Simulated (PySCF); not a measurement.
H2N, charge -1, singlet, at a GFN2-xTB geometry; R2SCAN/cc-pVDZ in PySCF.

PySCF was given this input:
```python
from pyscf import gto, scf, dft

mol = gto.M(
    atom='''
N    -0.001861    0.105267    0.105249
H     0.817030   -0.336324   -0.386155
H    -0.804005   -0.400542   -0.350586
''',
    basis='cc-pvdz',
    charge=-1,
    spin=0,
    verbose=4,
)

mf = dft.RKS(mol)
mf.xc = 'r2scan'
mf.DIIS = scf.EDIIS
mf.kernel()
```

Problem. What does PySCF print? Leave out banner, timings and long lists.

Solution. 
```
PySCF version 2.14.0

[INPUT] verbose = 4
[INPUT] num. atoms = 3
[INPUT] num. electrons = 10
[INPUT] charge = -1
[INPUT] spin (= nelec alpha-beta = 2S) = 0
[INPUT] symmetry False subgroup None
[INPUT] Mole.unit = angstrom
[INPUT] Symbol           X                Y                Z      unit          X                Y                Z       unit  Magmom
[...]
nuclear repulsion = 7.36724973606701
number of shells = 11
number of NR pGTOs = 40
number of NR cGTOs = 24
basis = cc-pvdz
ecp = {}

******** <class 'pyscf.dft.rks.RKS'> ********
method = RKS
initial guess = minao
damping factor = 0
level_shift factor = 0
DIIS = <class 'pyscf.scf.diis.EDIIS'>
diis_start_cycle = 1
diis_space = 8
diis_damp = 0
SCF conv_tol = 1e-09
SCF conv_tol_grad = None
SCF max_cycles = 50
direct_scf = True
direct_scf_tol = 1e-13
XC library pyscf.dft.libxc version 7.1.2
    S. Lehtola, C. Steigemann, M. J. T. Oliveira, and M. A. L. Marques,  SoftwareX 7, 1–5 (2018)
XC functionals = r2scan
    J. W. Furness, A. D. Kaplan, J. Ning, J. P. Perdew, and J. Sun,  J. Phys. Chem. Lett. 11, 8208–8215 (2020)
    J. W. Furness, A. D. Kaplan, J. Ning, J. P. Perdew, and J. Sun,  J. Phys. Chem. Lett. 11, 9248–9248 (2020)
    J. W. Furness, A. D. Kaplan, J. Ning, J. P. Perdew, and J. Sun,  J. Phys. Chem. Lett. 11, 8208–8215 (2020)
    J. W. Furness, A. D. Kaplan, J. Ning, J. P. Perdew, and J. Sun,  J. Phys. Chem. Lett. 11, 9248–9248 (2020)
radial grids:
    Treutler-Ahlrichs [JCP 102, 346 (1995); DOI:10.1063/1.469408] (M4) radial grids

becke partition: Becke, JCP 88, 2547 (1988); DOI:10.1063/1.454033
pruning grids: <function nwchem_prune>
grids dens level: 3
symmetrized grids: False
atomic radii adjust function: <function treutler_atomic_radii_adjust>
small_rho_cutoff = 0
Set gradient conv threshold to 3.16228e-05
Initial guess from minao.
tot grids = 33520
init E= -55.7013009261392
[...]
cycle= 1 E= -55.6631182176904  delta_E= 0.0382  |g|= 0.77  |ddm|= 1.41
[...]
cycle= 2 E= -55.4438275819575  delta_E= 0.219  |g|= 1.17  |ddm|= 2.37
[...]
cycle= 3 E= -55.7930280647644  delta_E= -0.349  |g|= 0.238  |ddm|= 1.94
[...]
cycle= 4 E= -55.793028064867  delta_E= -1.03e-10  |g|= 0.238  |ddm|= 7.85e-10
[...]
cycle= 5 E= -55.7930280647461  delta_E= 1.21e-10  |g|= 0.238  |ddm|= 9.25e-10
[...]
cycle= 6 E= -55.7930280647964  delta_E= -5.03e-11  |g|= 0.238  |ddm|= 3.86e-10
[...]
cycle= 7 E= -55.7930280647735  delta_E= 2.29e-11  |g|= 0.238  |ddm|= 1.75e-10
[...]
[...]
[...]
cycle= 23 E= -55.8060382842133  delta_E= -3.52e-10  |g|= 0.0683  |ddm|= 1.13e-08
[...]
cycle= 24 E= -55.8060382840558  delta_E= 1.58e-10  |g|= 0.0683  |ddm|= 5.06e-09
[...]
cycle= 25 E= -55.806038284121  delta_E= -6.52e-11  |g|= 0.0683  |ddm|= 2.09e-09
[...]
cycle= 26 E= -55.8060382850063  delta_E= -8.85e-10  |g|= 0.0683  |ddm|= 2.85e-08
[...]
cycle= 27 E= -55.8060382846407  delta_E= 3.66e-10  |g|= 0.0683  |ddm|= 1.18e-08
[...]
cycle= 28 E= -55.8040608343167  delta_E= 0.00198  |g|= 0.115  |ddm|= 0.179
[...]
cycle= 29 E= -55.8069917993449  delta_E= -0.00293  |g|= 0.0235  |ddm|= 0.134
[...]
cycle= 30 E= -55.8069917993578  delta_E= -1.3e-11  |g|= 0.0235  |ddm|= 1.2e-09
[...]
cycle= 31 E= -55.8069917990973  delta_E= 2.61e-10  |g|= 0.0235  |ddm|= 2.39e-08
[...]
cycle= 32 E= -55.8069917993952  delta_E= -2.98e-10  |g|= 0.0235  |ddm|= 2.74e-08
[...]
cycle= 33 E= -55.8069917993135  delta_E= 8.17e-11  |g|= 0.0235  |ddm|= 7.53e-09
[...]
cycle= 34 E= -55.8069917992736  delta_E= 3.99e-11  |g|= 0.0235  |ddm|= 3.69e-09
[...]
cycle= 35 E= -55.806991799159  delta_E= 1.15e-10  |g|= 0.0235  |ddm|= 1.05e-08
[...]
cycle= 36 E= -55.8066247208683  delta_E= 0.000367  |g|= 0.0461  |ddm|= 0.023
[...]
cycle= 37 E= -55.8067574201296  delta_E= -0.000133  |g|= 0.0396  |ddm|= 0.0849
[...]
cycle= 38 E= -55.8071170025179  delta_E= -0.00036  |g|= 0.00338  |ddm|= 0.0354
[...]
cycle= 39 E= -55.8071170025032  delta_E= 1.46e-11  |g|= 0.00338  |ddm|= 9.14e-09
[...]
cycle= 40 E= -55.8071170025821  delta_E= -7.89e-11  |g|= 0.00338  |ddm|= 4.95e-08
[...]
cycle= 41 E= -55.8071170024179  delta_E= 1.64e-10  |g|= 0.00338  |ddm|= 1.03e-07
[...]
cycle= 42 E= -55.8071170026095  delta_E= -1.92e-10  |g|= 0.00338  |ddm|= 1.2e-07
[...]
cycle= 43 E= -55.8071170023085  delta_E= 3.01e-10  |g|= 0.00338  |ddm|= 1.89e-07
[...]
cycle= 44 E= -55.8071170024384  delta_E= -1.3e-10  |g|= 0.00338  |ddm|= 8.15e-08
[...]
cycle= 45 E= -55.8070101805971  delta_E= 0.000107  |g|= 0.0217  |ddm|= 0.025
[...]
cycle= 46 E= -55.8070996965282  delta_E= -8.95e-05  |g|= 0.00928  |ddm|= 0.0308
[...]
cycle= 47 E= -55.8071104643944  delta_E= -1.08e-05  |g|= 0.0063  |ddm|= 0.00294
[...]
cycle= 48 E= -55.807110464459  delta_E= -6.46e-11  |g|= 0.0063  |ddm|= 2.19e-08
[...]
cycle= 49 E= -55.8071104643689  delta_E= 9.01e-11  |g|= 0.0063  |ddm|= 3.05e-08
[...]
cycle= 50 E= -55.8071104643549  delta_E= 1.4e-11  |g|= 0.0063  |ddm|= 4.67e-09
SCF not converged.
SCF energy = -55.8071104643549
```

The run did not converge; its last values are not results.
